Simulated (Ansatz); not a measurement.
Species: sum formula CrO2Cl, charge 1, multiplicity 1. 
Structure (B3LYP-D3(BJ)/def2-TZVP (Ansatz, an electronic-structure program) minimum search):
SMILES: [O]=[Cr+](=[O])[Cl]
```xyz
4

Cr     0.3037    -0.0188     0.3966
O      1.4862    -0.7474    -0.2542
O     -0.4853    -1.0261     1.2424
Cl    -0.8997     0.8612    -1.0249
```
Charge +1, spin multiplicity 1.

Basis-set convergence of Hartree-Fock and CCSD(T) correlation energies (hartree) with Ansatz. Valence correlation only, unless marked. Spin-orbit coupling is left out. The frozen core is the preceding noble-gas configuration, with the filled d and f shells of earlier blocks. Non-relativistic. The program attaches cautions to a run behind CCSD(T)/def2-SVPD: large difference. The program attaches cautions to a run behind CCSD(T)/def2-TZVPPD: large difference.

The Hartree-Fock reference is unstable (checked in the largest basis), which strains HF and MP2. The T1 diagnostic of CCSD in the largest basis is 0.067, which is high, so the coupled-cluster rows are less sure than usual.

| basis | functions | E(HF) | E(corr, CCSD(T)) | rough core time |
|---|---|---|---|---|
| def2-SVPD | 107 | -1651.48220 | -0.99317 | 100 s |
| def2-TZVPPD | 198 | (withheld) | (withheld) | 4 min |

Q: What belongs in the gaps?

A: 
- def2-TZVPPD, E(HF): -1651.99172
- def2-TZVPPD, E(corr, CCSD(T)): -1.15836
